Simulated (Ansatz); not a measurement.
C₂H₆ClFSi (`CC(F)([SiH3])Cl`), relaxed with RKS PBE0-D4/def2-TZVP in Ansatz 0.2.0 from a PBE-D4/def2-SVP geometry. The force threshold is 0.005 eV/Å; the program also tests the step.

Total charge 0; spin multiplicity 1.

Start:

```xyz
11

C    -1.054   -0.981    0.239
C    -0.034   -0.225   -0.586
F    -0.668    0.330   -1.687
Si    0.943    1.179    0.309
Cl    1.230   -1.403   -1.203
H    -1.533   -1.764   -0.383
H    -0.577   -1.460    1.114
H    -1.836   -0.279    0.594
H    -0.043    2.206    0.797
H     1.683    0.596    1.478
H     1.889    1.800   -0.673
```

```json
{"step": "1", "energy (eV)": "-25278.9420", "largest force (eV/Å)": "0.522", "largest move (Å)": "0.000"}
{"step": "2", "energy (eV)": "-25278.9792", "largest force (eV/Å)": "0.255", "largest move (Å)": "0.028"}
{"step": "3", "energy (eV)": "-25278.9846", "largest force (eV/Å)": "0.097", "largest move (Å)": "0.017"}
{"step": "4", "energy (eV)": "-25278.9851", "largest force (eV/Å)": "0.029", "largest move (Å)": "0.007"}
{"step": "5", "energy (eV)": "-25278.9852", "largest force (eV/Å)": "0.017", "largest move (Å)": "0.004"}
{"step": "6", "energy (eV)": "-25278.9852", "largest force (eV/Å)": "0.012", "largest move (Å)": "0.004"}
{"step": "7", "energy (eV)": "-25278.9852", "largest force (eV/Å)": "0.003", "largest move (Å)": "0.001"}
```

End:

```xyz
11

C    -1.040   -0.965    0.240
C    -0.026   -0.224   -0.589
F    -0.663    0.311   -1.687
Si    0.932    1.169    0.307
Cl    1.209   -1.381   -1.201
H    -1.513   -1.746   -0.360
H    -0.564   -1.424    1.107
H    -1.806   -0.266    0.583
H    -0.053    2.170    0.794
H     1.651    0.568    1.456
H     1.874    1.788   -0.652
```

It took 29 s on 4 threads of an Arm Neoverse V2 on a shared host, with 0.56 GiB of host memory at the peak.
